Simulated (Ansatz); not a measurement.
Job for Ansatz (a program for electronic structure): U-CCSD(T)/aug-cc-pVTZ on BeH2O (SMILES [BeH][OH]), a point of a bond scan (R = 0.952 Å).

Ansatz 0.2 input:
```yaml
crystal:
  periodic: [false, false, false]
  atoms:
    - {symbol: Be, position_ang: [-0.78408142, -0.35296304, 0.02982263]}
    - {symbol: H, position_ang: [-1.99529587, -0.89492562, 0.07984893]}
    - {symbol: O, position_ang: [0.51114037, 0.18521819, -0.07360318]}
    - {symbol: H, position_ang: [1.04249858, 0.82503224, 0.38968601]}
basis:
  gaussian:
    orbitals: aug-cc-pVTZ
correlation: {method: ccsd_t, electrons: outside_noble_gas}
scf: {omitted_lower_state_checks: [cluster_reference]}
magnetization: {spin_polarized: true, initial_magnetization: 0}
```

The head of its log:

```
WARN ansatz: RAYON_NUM_THREADS=1 ignored (pool sized by the plan → 1); use --threads N
Functional definition: HF
these checks for a lower state are left out or cut short: cluster_reference
integrals: 0.45 GiB planned
812 factors; integrals over basis functions are off by at most 9.7e-4 eV
mean field: 0.31 GiB planned
mean field evaluation 1: about -2466.4414 eV, gradient 2.8e1 eV
mean field evaluation 2: about -2466.4416 eV, gradient 2.8e1 eV
mean field evaluation 4: about -2469.5072 eV, gradient 1.4e0 eV
mean field evaluation 8: about -2469.5286 eV, gradient 6.0e-4 eV
mean field -2469.52857023 eV, -90.7535010493 hartree, gradient 1.5e-6 eV, S^2 0.000000; 0 other end points of the search recorded, 0 dependent functions left out
2 core orbitals not correlated
reference -2469.52857023 eV, -90.7535010493 hartree; 5, 5 occupied and 131, 131 virtual orbitals, 812 factors
```

What total energy does the run end on?

-91.0780 hartree (reference determinant -90.7535, T1 diagnostic 0.013).
